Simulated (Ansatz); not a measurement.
Species: silicic acid, sum formula H₄SiO₄, charge 0, multiplicity 1. 
Structure (B3LYP-D3(BJ)/def2-TZVP (Ansatz, a quantum-chemistry and plane-wave program) minimum search):
SMILES: O[Si](O)(O)O
```xyz
9

Si     0.0000     0.0000     0.0000
O      1.0070    -0.0221    -1.2898
O     -1.4696     0.1493    -0.7044
O      0.1298    -1.3336     0.9396
O      0.3327     1.2064     1.0545
H      1.9177    -0.2768    -1.1241
H     -2.2079     0.3566    -0.1267
H     -0.1937    -2.1579     0.5689
H      0.4839     2.0782     0.6818
```

Wanted: atomisation energy (electronic, to ground-state atoms); the coupled-cluster value holds the core correlation from cc-pwCVTZ, in kcal/mol. Valence correlation only, unless marked. UHF or UKS for open shells. Spin-orbit coupling is left out. No relativistic terms. Basis-set limits of correlation are two-point, X^-3; Hartree-Fock from the larger set. [CCSD(T)-MP2]/basis is that difference in the basis named.

Level to compare with: RI-MP2/CBS(aug-cc-pV(T+d)Z,aug-cc-pV(Q+d)Z)+[CCSD(T)-MP2]/aug-cc-pV(T+d)Z plus the core term (Ansatz), 906.3 kcal/mol. It is a level with limits of its own, and the differences hold the functionals' basis error too.

**Question.** Rank these functionals by how close they come to RI-MP2/CBS(aug-cc-pV(T+d)Z,aug-cc-pV(Q+d)Z)+[CCSD(T)-MP2]/aug-cc-pV(T+d)Z, closest first: SVWN5/def2-TZVPD (Ansatz); B3LYP/def2-TZVPD (Ansatz); BLYP/def2-TZVPD (Ansatz).

**Answer.** BLYP/def2-TZVPD (GGA, 880.7 kcal/mol, difference -25.6), B3LYP/def2-TZVPD (global hybrid, 878.6 kcal/mol, difference -27.7), SVWN5/def2-TZVPD (LDA, 1035.0 kcal/mol, difference 128.7)
